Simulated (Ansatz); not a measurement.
Reaction (ligand exchange at the Sn–S bond): `C[O][SnH2][SH]` + H₂Se → `C[O][SnH2][SeH]` + H₂S

Program: Ansatz. Geometries: PBE0-D4/def2-TZVP. ΔE: electronic, gas phase. CBS: MP2 limit from def2 TZ/QZ plus the TZ coupled-cluster correction, frozen cores. This one scheme is used for every species. DFT in def2-TZVPP. B3LYP here is the variant with VWN-RPA as its local correlation; programs differ in this. Elements past krypton have def2 core potentials. For Se, Sn outer-core shells are correlated without core-valence functions, which leaves a few kJ/mol of doubt a bond. Scalar relativity is left out up to krypton. One conformer a species, not always the lowest.

| level | ΔE (kJ/mol) | difference from CCSD(T)/CBS |
| --- | --- | --- |
| PBE-D4 | -23.6 | 2.1 |
| PBE0-D4 | -24.0 | 1.7 |
| B3LYP-D4 | -24.3 | 1.4 |
| ωB97M-V | -22.9 | 2.8 |
| B2PLYP | -22.8 | 2.9 |
| PBE | -22.2 | 3.5 |
| r2SCAN | -22.8 | 2.9 |
| PBE0 | -22.7 | 3.0 |
| B3LYP | -22.1 | 3.6 |
| MP2/def2-TZVPP | -23.9 | 1.8 |
| SCS-MP2/def2-TZVPP | -22.7 | 3.0 |
| CCSD/def2-TZVPP | -22.3 | 3.4 |
| CCSD(T)/def2-TZVPP | -22.2 | 3.5 |
| MP2/def2-QZVPP | -25.9 | -0.2 |
| SCS-MP2/def2-QZVPP | -24.2 | 1.5 |
| CCSD/CBS(def2) | -25.8 | -0.1 |
| CCSD(T)/CBS | -25.7 | 0 |

Largest T1 diagnostic among the species: 0.013.
